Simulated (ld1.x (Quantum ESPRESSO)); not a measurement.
Pd (Z = 46): excitation energies, all-electron against ultrasoft

* Element: Pd
* Generator: ld1.x (Quantum ESPRESSO) 7.5
* Type: ultrasoft
* Functional: PBEsol
* Relativity: fully relativistic
* Frozen core: [Kr]
* Valence charge: 10
* Reference configuration: 4d10 5s0
* Partial waves: 5s (bound, empty): rcut 2.75, rcutus 3.15 bohr; 5s channel at 0.25 Ry: rcut 2.75, rcutus 3.15 bohr; 5p channel at 0.3 Ry: rcut 1.80, rcutus 2.45 bohr; 5p channel at 2.1 Ry: rcut 1.80, rcutus 2.45 bohr; 4d (bound): rcut 1.25, rcutus 1.50 bohr; 4d channel at 1.4 Ry: rcut 1.25, rcutus 1.50 bohr; 4f channel at 0.05 Ry: rcut 2.45, rcutus 2.65 bohr; 4f channel at 2.5 Ry: rcut 2.45, rcutus 2.65 bohr
* Local potential: all-electron potential smoothed inside 2.15 bohr (lloc = -1)
* Core correction: Bessel-smoothed model core, default radius (core density twice the valence density)
* Augmentation charge: PSQ, radius 1.25 bohr

Open shells are filled in proportion to 2j + 1 (rel_dist='average').

Energies are relative to the spin-unpolarised reference configuration 4d10 5s0; without spin polarisation the order of configurations can differ from experiment. The frozen-core shift is the all-electron ΔE with the core orbitals held at their reference shape minus the fully relaxed ΔE.

| valence configuration | charge | ΔE all-electron (eV) | error AE − PS (meV) | frozen-core shift (meV) |
| --- | --- | --- | --- | --- |
| 4d9 5s0 | +1 | 9.124 | -19 | +19 |
| 4d8 5s0 | +2 | 29.943 | -149 | +151 |
| 4d8 5s1 | +1 | 13.668 | -79 | +133 |
| 4d9 5s1 | 0 | 1.513 | -20 | +25 |
| 4d6 5s0 | +4 | 113.607 | -1386 | +1451 |
| 4d9.5 5s0 | +0.5 | 3.239 | -2.9 | +2.8 |

(1) What are ΔE and the potential's error for 4d7 5s0?

Results:

(1) ΔE = 64.288 eV all-electron; the error (AE − PS) is -545 meV.

These tests converged, but a pseudo level misses the all-electron one widely, so the file describes the atom poorly there or has found another state: 4d6 5s0: empty 5s by 10.5 eV.
